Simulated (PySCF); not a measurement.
Adding and removing an electron: AsF

PBE0; basis As def2-TZVPPD, F def2-TZVPPD; no relativity; PySCF 2.14. Neutral (UKS): triplet (π ↑↑), Re = 1.743 Å, ωe = 690 cm⁻¹, De = 4.22 eV, HOMO -6.85 eV, LUMO -2.76 eV.

AsF⁺ (UKS): doublet (π ↑), Re = 1.660 Å, ωe = 839 cm⁻¹, De = 4.68 eV to As⁺ + F. The energies at the minima are -2335.37128 hartree for AsF and -2335.02177 for AsF⁺.

Task: Work out the adiabatic ionisation energy, without and with harmonic zero-point energies (1 hartree = 27.2114 eV, 1 eV = 8065.5 cm⁻¹), and the change of the bond length.

Result: At PBE0: 0.34951 hartree = 9.511 eV between the minima; the zero-point term (839.0 − 690.0)/2 cm⁻¹ = +0.009 eV makes it 9.520 eV. Re changes by -8.3 pm against the neutral. The electron leaves a π orbital, and the shorter bond of the ion fits an antibonding orbital, or a change in how ionic the bond is.

AsF⁻ (UKS): doublet (π ↑), Re = 1.847 Å, ωe = 531 cm⁻¹, De = 1.67 eV to As + F⁻. The energies at the minima are -2335.37128 hartree for AsF and -2335.39702 for AsF⁻.

Task: Work out the adiabatic electron affinity, without and with harmonic zero-point energies (1 hartree = 27.2114 eV, 1 eV = 8065.5 cm⁻¹), and the change of the bond length.

Result: At PBE0: 0.02574 hartree = 0.700 eV between the minima; the zero-point term (690.0 − 531.0)/2 cm⁻¹ = +0.010 eV makes it 0.710 eV. Re changes by +10.4 pm against the neutral. The electron enters a π orbital, and the longer bond of the ion fits an antibonding orbital, or a change in how ionic the bond is.

Spin–orbit coupling is left out. For an ion De counts to the pair picked by the measured ionisation energies or electron affinities, which need not be the lowest pair at this level. The highest Kohn–Sham level is positive in this anion. Much of that is self-interaction error, but it also means that the finite basis helps to hold the extra electron. States were picked by a PBE0 search and need not be the measured ground states.
